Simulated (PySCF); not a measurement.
```xyz
5

F     -1.0984     1.4683    -0.3728
Ga    -0.5513    -0.1352     0.0136
F     -1.8171    -1.2994     0.2416
S      1.5394    -0.6441     0.1971
H      1.9274     0.6104    -0.0794
```

Charge 0, multiplicity 1.

Give the Mulliken and meta-Löwdin atomic charges from PBE-D3(BJ)/def2-TZVP // CAM-B3LYP-D3(BJ)/def2-TZVP (PySCF).


| atom | Mulliken (e) | meta-Löwdin (e) |
|---|---|---|
| F1 | -0.31 | -0.46 |
| Ga2 | 0.66 | 0.99 |
| F3 | -0.31 | -0.45 |
| S4 | -0.23 | -0.22 |
| H5 | 0.18 | 0.13 |
